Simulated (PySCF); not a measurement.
Potential energy of PrF along the bond

Set-up: basis Pr x2c-SVPall, F x2c-SVPall; spin-free X2C with a Gaussian nucleus; PySCF 2.14. Energies in eV from Pr (4f3 6s2) + F in their ground configurations at the same level. State: quintet, about 2.8 electrons in the 4f shell (Mulliken), real f orbitals that mix terms.

All columns are PBE. A positive dipole means Pr(−)F(+).

| R (Å) | E (eV) | μ (D) | Mulliken charge on Pr (basis-dependent) | HOMO (eV) | LUMO (eV) | Mayer bond order | ⟨S²⟩ |
| --- | --- | --- | --- | --- | --- | --- | --- |
| 1.777 | -5.679 | -0.10 | 0.16 | -1.22 | -1.96 | 1.36 | 6.00 |
| 1.859 | -6.265 | -0.70 | 0.22 | -1.36 | -2.03 | 1.30 | 6.00 |
| 1.942 | -6.627 | -1.65 | 0.26 | -1.86 | -2.04 | 1.26 | 6.00 |
| 2.004 | -6.739 | -2.00 | 0.29 | -1.94 | -2.09 | 1.22 | 6.00 |
| 2.066 | -6.765 | -2.34 | 0.32 | -2.03 | -2.14 | 1.19 | 6.00 |
| 2.128 | -6.725 | -2.68 | 0.34 | -2.12 | -2.19 | 1.16 | 6.00 |
| 2.211 | -6.595 | -3.11 | 0.37 | -2.23 | -2.26 | 1.13 | 6.00 |
| 2.314 | -6.348 | -3.62 | 0.40 | -2.35 | -2.35 | 1.09 | 6.00 |
| 2.438 | -5.979 | -4.22 | 0.42 | -2.50 | -2.45 | 1.05 | 6.00 |
| 2.603 | -5.436 | -4.98 | 0.45 | -2.67 | -2.59 | 1.01 | 6.00 |

Spin–orbit coupling is left out, which matters for elements this heavy, above all for dissociation energies. Counting both spins, an empty level lies below a filled one in this solution, because spin and occupation are held. With d or f electrons several states lie close, and the lowest PBE0 determinant need not be the measured ground state.
